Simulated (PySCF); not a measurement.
C6H7O2 (charge -1).
Bonds: O1–C2 (double), C2–C3, C3–C4 (double), C4–O5, C4–C6, C6–C7, C7–C8, C2–C8. Hydrogens: H9 on C3; H10, H11 on C6; H12, H13 on C7; H14, H15 on C8.

Structure optimised with GFN2-xTB, isolated species.

(1) Give the optimised bond lengths and angles.

Results:

(1) 
```
                   bond  length (bohr)
           O1=C2, C4–O5          2.355
           C2–C3, C3=C4          2.642
           C6–C7, C7–C8          2.871
           C2–C8, C4–C6          2.904
                  C3–H9          2.048
C6–H10 and 3 like bonds          2.070
         C7–H12, C7–H13          2.073
```

Bonds in one row agree within 0.02 bohr and their mean is given. A selection of angles:
```
     angle  degrees
  O1–C2–C3    125.2
  O1–C2–C8    118.1
  C3–C2–C8    116.7
  C2–C3–C4    126.0
  C2–C3–H9    117.0
  C4–C6–C7    111.5
 C4–C6–H10    108.4
 C7–C6–H10    111.5
 C7–C6–H11    109.7
H10–C6–H11    107.6
  C6–C7–C8    109.0
 C6–C7–H12    109.4
 C6–C7–H13    110.6
H12–C7–H13    107.8
 C2–C8–H14    108.5
```

Dihedral angles: O1–C2–C3–C4 -179° (antiperiplanar); C2–C3–C4–O5 179° (antiperiplanar); C3–C4–C6–C7 -29° (synperiplanar); C4–C6–C7–C8 57° (synclinal); C6–C7–C8–C2 -57° (synclinal); O1–C2–C8–C7 -152° (antiperiplanar).

The 6-membered ring C2–C3–C4–C6–C7–C8 has internal angles of 109.0° to 126.0° (sum 692°, against 720° for a flat polygon); it is puckered, 0.20 Å rms from its mean plane, widest ring torsion 57°. C2 (carbon bonded to 2 C and O) is planar (angles 125.2°, 118.1° and 116.7°, sum 360.0°, 0.01 Å off the plane of its three neighbours). Of the pairs four or more bonds apart, C3···H12 is among the closest relative to their van der Waals radii: 2.97 Å, 103 % of the sum of Bondi's values. C3 (carbon bonded to 2 C and H) is planar (angles 126.0°, 117.0° and 117.0°, sum 360.0°, 0.00 Å off the plane of its three neighbours). The C–C distances run from 1.398 Å (C2–C3, drawn single) to 1.537 Å (C4–C6, drawn single), a spread of 0.139 Å.

Point group: Cs (tolerance 0.08 Å). No frequency check.

One conformer stands for the species.

The numbers are calculated, not measured.
